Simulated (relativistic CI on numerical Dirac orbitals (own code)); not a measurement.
## Mn2+ in a cubic cluster: L2,3 absorption with charge transfer

Computed with a charge-transfer multiplet model of a cubic metal-ligand cluster with up to 2 ligand holes, Slater and spin-orbit integrals from Dirac-Coulomb-Breit ions, Slater integrals scaled by 0.8. The ground state mixes d5 with configurations of k ligand holes L, whose averages lie at kΔ + k(k − 1)U_dd/2; a core hole lowers each added d electron by U_cd. 20 K, Lorentzian 0.4 eV and Gaussian 0.3 eV FWHM.

Atomic integrals in eV (Slater integrals scaled, ζ unscaled), ground: F2dd 8.204, F4dd 5.095, zeta_d 0.037; with the core hole: F2dd 8.873, F4dd 5.517, zeta_d 0.052, zeta_core 6.792, F2cd 5.084, G1cd 3.747, G3cd 2.127.

Cluster parameters (eV): Δ = 3, U_cd = 7.7, 10Dq = 1.5, 10Dq(ligand) = 1, V(eg) = 2.7, V(t2g) = -1.2, final-state hopping factor = 0.8.

Weights, n_d and S are thermal averages at 20 K. Photon energies count from the first peak over 30 % of the highest in each spectrum, which can be another peak from case to case. The parameters are a model scan and need not match a compound or its usual spin state. Peaks in eV (height, largest 100): 0.0 (33), 1.5 (47), 2.9 (100), 4.7 (16), 5.8 (8), 12.8 (53), 14.2 (12).

(1) Which parameters give this spectrum?
A. U_dd = 5.5 eV
B. U_dd = 4.1 eV
C. U_dd = 6.2 eV

Results:

(1) C. U_dd = 6.2 eV; the ground state then has 5.58 d electrons and S = 0.51. The choice follows from running the model for each set and comparing peak positions and heights.
